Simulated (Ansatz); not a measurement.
Born–Oppenheimer molecular dynamics of CH5ClMgO (9 atoms, charge 0, multiplicity 1). It starts at the highest image of a converged band, a first-order saddle point between two minima.

Computed with RHF/def2-SVPD (Ansatz 0.2.0).

```json
{
 "ensemble": "NVE (velocity Verlet)",
 "time step": "0.5 fs",
 "steps asked": "200",
 "starting velocities drawn for": "300 K",
 "seed": "2246"
}
```

First frame:

```xyz
9
Properties=species:S:1:pos:R:3
Mg -0.911 0.106 1.520
O 0.079 -0.061 -0.076
C 0.447 0.088 -1.410
Cl -2.748 0.782 2.585
H 0.727 -0.543 0.856
H 0.775 -0.760 1.861
H 0.741 -0.871 -1.839
H 1.282 0.783 -1.509
H -0.392 0.477 -1.988
```

How far do the bonds stretch over the last three quarters of this one trajectory? (Pairs bonded in most of those frames.)


```csv
bond,mean (Å),spread (Å),shortest,longest
Mg1–O2,1.772,0.047,1.70,1.86
Mg1–Cl4,2.230,0.068,2.11,2.33
O2–C3,1.375,0.018,1.34,1.41
C3–H7,1.097,0.011,1.08,1.11
C3–H8,1.097,0.021,1.06,1.13
C3–H9,1.099,0.021,1.07,1.13
H5–H6,0.752,0.038,0.70,0.81
```

Mean temperature of the second half: 961 K. The conserved energy stayed within 0.24 meV per atom of its start (net change 0.16 meV per atom), so the integration is sound. The kinetic energy rose, since the run started high on the potential surface and went downhill. It ends in pieces (CH3ClMgO + H2), so much of that is their flight and rotation, not heat. A run of 0.1 ps of so small a system gives no equilibrium averages. The orbitals stay closed-shell, which can raise the energy where a bond breaks towards radicals; this wasn't checked here.

The run took 5.7 min on 2 threads of Arm Neoverse V2, with other jobs on the host, peak memory 0.28 GiB.
